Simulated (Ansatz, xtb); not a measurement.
Pulling on the Si1–F2 bond in F2H2Si (SMILES F[SiH2]F) (multiplicity 1 held, fragments rigid). Energies count from the point at 1.592 Å.
Geometry at that point (charge 0, multiplicity 1):
```xyz
5

Si     0.22395    -0.14591     0.36052
F     -0.89517    -0.95087    -0.43504
F      0.40910     1.26754    -0.34743
H      1.48977    -0.88621     0.26169
H     -0.25050     0.07882     1.73329
```

Unrestricted levels (U-) break spin symmetry where that is lower. Active spaces are followed from a long bond inwards. Left out are points that failed, MP2 points that dive below the minimum, coupled-cluster points behind a jump of the amplitudes or a sharp parting from full CI or MRCI, small-basis points behind a change of solution, and semi-empirical points at long bonds. Levels need not reach the same state.

Frozen-core correlation.

The values were computed with Ansatz (an electronic-structure program); xtb for the GFN methods. Values without a source in brackets are computed. The GFN methods have no spin term and hold the electronic entropy of 300 K.

Energies in kJ/mol.

```csv
R (Å),GFN2-xTB,U-CCSD(T)/cc-pV(D+d)Z,"SC-NEVPT2 on CASSCF(6,4)/cc-pV(D+d)Z","FIC-NEVPT4(SD) on CASSCF(6,4)/cc-pV(D+d)Z","FIC-MRCISD on CASSCF(6,4)/cc-pV(D+d)Z","FIC-MRCISD+Q on CASSCF(6,4)/cc-pV(D+d)Z"
1.273,437,377,379,375,369,375
1.432,62,78,80,77,75,77
1.592,0,0,0,0,0,0
1.751,28,21,6,22,23,22
1.910,79,86,69,87,89,87
2.149,162,207,179,206,212,210
2.387,241,326,298,324,329,328
2.785,349,485,461,476,477,479
3.183,417,575,552,559,555,562
3.661,460,603,592,594,588,596
4.297,481,609,613,612,597,606
5.093,left out,610,613,612,599,608
```

Doubts at one or more of the structures used: a spin-contaminated determinant (U-CCSD(T)/cc-pV(D+d)Z); T1 above 0.05 (U-CCSD(T)/cc-pV(D+d)Z); active orbitals that take no part (SC-NEVPT2 on CASSCF(6,4)/cc-pV(D+d)Z, FIC-NEVPT4(SD) on CASSCF(6,4)/cc-pV(D+d)Z, FIC-MRCISD on CASSCF(6,4)/cc-pV(D+d)Z, FIC-MRCISD+Q on CASSCF(6,4)/cc-pV(D+d)Z).
